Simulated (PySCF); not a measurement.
# Radial density of Ta (tantalum, neutral)

revPBE, [Xe] 4f14 5d4 6s1, 6s spin antiparallel (an excited configuration). Computed with PySCF 2.14 in x2c-QZVPPall (16s10p9d5f2g, 144 functions), with the spin-free X2C one-electron Hamiltonian (Gaussian nucleus).

```csv
r (bohr),4πr²ρ (e/bohr),4πr²(ρα − ρβ)
0.0161,96.61,-0.0025
0.0272,88.97,-0.0028
0.0457,124.9,0.0057
0.0768,118.5,0.0848
0.129,111.6,0.1122
0.217,92.97,-0.0347
0.366,68.34,0.1754
0.615,46.58,-0.0624
1.03,16.37,0.8823
1.74,5.409,1.8530
2.93,1.329,0.5392
4.92,0.2699,0.0072
8.28,0.01029,-0.0016
```

Densities and radii are taken from the X2C orbitals without a picture-change correction, which distorts them close to the nucleus.

Spin-orbit coupling, absent here, splits the open shell strongly. With the s spin flipped the determinant is a mixture of two multiplicities, not a spectroscopic state.
